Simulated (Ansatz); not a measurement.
Basis-set series for BrF₂H₂InOSi (`F[Si](F)(Br)[O][InH2]`). Total charge 0; spin multiplicity 1. In: def2 effective core potential. All single points use the PBE0-D4/def2-TZVP geometry. It is one conformer, not always the lowest.

Z-matrix (Å, degrees):
```
Si
F 1 1.581
Br 1 2.206 2 106.9
F 1 1.579 2 106.0 3 114.0
O 1 1.578 2 112.2 3 -123.8
In 5 2.018 1 142.3 2 100.1
H 6 1.697 5 111.4 1 -9.9
H 6 1.697 5 107.5 1 170.7
```

```json
{"functional": "PBE0-D4", "basis": "def2-SVP", "functions": "128", "energy (Eh)": "-3328.80975", "HOMO (eV)": "-8.46", "LUMO (eV)": "-2.13"}
{"functional": "PBE0-D4", "basis": "def2-QZVPP", "functions": "472", "energy (Eh)": "-3329.68054", "HOMO (eV)": "-8.60", "LUMO (eV)": "-2.18"}
{"functional": "ωB97M-V", "basis": "def2-SVP", "functions": "128", "energy (Eh)": "-3329.21522", "HOMO (eV)": "-10.69", "LUMO (eV)": "-0.54"}
{"functional": "ωB97M-V", "basis": "def2-QZVPP", "functions": "472", "energy (Eh)": "-3330.08667", "HOMO (eV)": "-10.86", "LUMO (eV)": "-0.71"}
```

(1) Give the rows for def2-TZVPP. (Estimate.)

Answers

(1) Ansatz gave: 
```csv
functional,basis,functions,energy (Eh),HOMO (eV),LUMO (eV)
PBE0-D4,def2-TZVPP,261,-3329.59955,-8.58,-2.18
ωB97M-V,def2-TZVPP,261,-3330.00948,-10.83,-0.68
```

Scalar relativity is left out up to krypton.
